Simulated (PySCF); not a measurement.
CH7FOSi2, SMILES O[Si@@H](F)C[SiH3].

The structure is a stationary point at PBE-D3(BJ)/def2-SVP. The structure was generated by enumeration; whether it is a known compound was not checked. One conformer was computed; it need not be the lowest.

These are PBE0/def2-TZVP in PySCF values and carry that method's errors.

The molecule is in vacuum.

total energy: -796.13700 hartree
highest occupied level: -8.80 eV
lowest empty level: 0.43 eV
orbital gap: 9.23 eV
dipole moment: 0.90 D
quadrupole, principal values (traceless, Buckingham form, about the centre of nuclear charge): -10.07, -0.18, 10.24 D·Å
mean static polarisability: 66.1 bohr³ (9.80 Å³)
polarisability, principal values: 59.5, 63.0, 75.9 bohr³
